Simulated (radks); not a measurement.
Values are calculated unless marked as measured or tabulated.
Fractional charge and spin in the 3s shell of chlorine: the spin-up occupation runs from 0 to 1 and the spin-down occupation from 0 to 1; the fullest corner is Cl, [Ne] 3p(up 2.5, down 2.5) 3s(up 1, down 1). Code: a radial shooting solver on a logarithmic mesh with Libxc functionals. Model: non-relativistic Kohn-Sham, PBE, spin-polarised, spherical densities, point nucleus. Energy (eV) above the fullest corner. The planes named below are the two flat planes that join the four corners, with an edge along up + down = one added electron.

\begin{tabular}{lrrr}
down \ up & 0 & 0.5 & 1 \\ \hline
0 & 65.510 & 44.207 & 26.079 \\
0.5 & 44.207 & 26.408 & 11.623 \\
1 & 26.079 & 11.623 & 0.000 \\
\end{tabular}

Corners above the fullest one (they belong to Cl+ and the next ion): (up 1, down 0) 26.079 eV, (up 0, down 1) 26.079 eV, (up 0, down 0) 65.510 eV. With half an added electron in each spin the energy lies 0.329 eV from the planes, and with half an added electron in spin up alone -1.587 eV. The planes are only a guide here: the flat-plane condition holds for ground states with one frontier orbital, while this shell lies below other occupied shells, so the corners above the fullest one are inner-hole states and not the ground states of those ions.
